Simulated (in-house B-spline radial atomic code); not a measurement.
A radial electron density 4πr²n(r) was computed for an atom or ion in its tabulated ground configuration with an all-electron radial atomic-structure program (B-spline basis); method: Dirac-Kohn-Sham BLYP, spherical fractional occupations. Columns: r (bohr), 4πr²n(r) (electrons per bohr), bar.

```
 0.00266   0.7026 #
  0.0032   0.9867 #
 0.00385    1.379 ##
 0.00464    1.921 ###
 0.00559    2.655 ####
 0.00674    3.641 #####
 0.00812    4.934 #######
 0.00978    6.596 ##########
  0.0118    8.705 #############
  0.0142    11.23 #################
  0.0171    14.19 #####################
  0.0206    17.46 ##########################
  0.0248     20.8 ###############################
  0.0299    23.89 ####################################
   0.036    26.24 #######################################
  0.0433    27.41 #########################################
  0.0522    27.13 #########################################
  0.0629     25.5 ######################################
  0.0757    23.16 ###################################
  0.0912    21.22 ################################
    0.11    20.87 ###############################
   0.132    22.65 ##################################
   0.159       26 #######################################
   0.192    29.04 ###########################################
   0.231    29.38 ############################################
   0.279    25.78 #######################################
   0.336    19.39 #############################
   0.404    13.09 ####################
   0.487    9.531 ##############
   0.587      9.5 ##############
   0.707    11.13 #################
   0.851    11.83 ##################
    1.03    10.35 ################
    1.24    7.491 ###########
    1.49    4.623 #######
    1.79    2.544 ####
    2.16    1.307 ##
     2.6   0.6748 #
    3.13   0.3428 #
    3.77   0.1597 
    4.55  0.06233 
    5.48  0.01934
```

(1) Which atom or ion is it?
A. V2+
B. Cr+
C. Ti+
D. V+

## Answers

(1) D. The area under the curve, ∫4πr²n dr = ∫r·4πr²n d(ln r) on this logarithmic grid, is 22 electrons, which only this option has. The configuration is [Ar] 3d4.
